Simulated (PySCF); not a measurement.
Ionisation energy of Ru¹⁵⁺ by level of theory

Ru¹⁵⁺ [Ar] 3d10 4s1 (2S) → Ru¹⁶⁺ [Ar] 3d10 (1S), as a difference of total energies. Computed with PySCF 2.14 in an even-tempered Gaussian basis (20 s from 0.6 bohr⁻², ratio 2.5; 14 p from 0.78 bohr⁻², ratio 2.5; 9 d from 1.4 bohr⁻², ratio 2.5; 5 f from 4.4 bohr⁻², ratio 2.7; 4 g from 6.6 bohr⁻², ratio 2.7), with scalar relativity by spin-free X2C-1e. Correlated levels: outer shells: [Ne] frozen; virtual orbitals above 40 to 60 times the deepest correlated orbital energy dropped. The calculations carry no spin-orbit coupling.

Q: Order these methods by the ionisation energy they give, lowest first.
A. UHF
B. SCS-MP2 (outer shells)
C. r2SCAN
D. PBE

A: A (375.22 eV), B (376.21 eV), C (377.06 eV), D (378.94 eV).

Breit and QED terms and the two-electron picture change are absent.

For comparison: 376.25 ± 0.1 eV (measured; NIST Atomic Spectra Database, ionization energies).
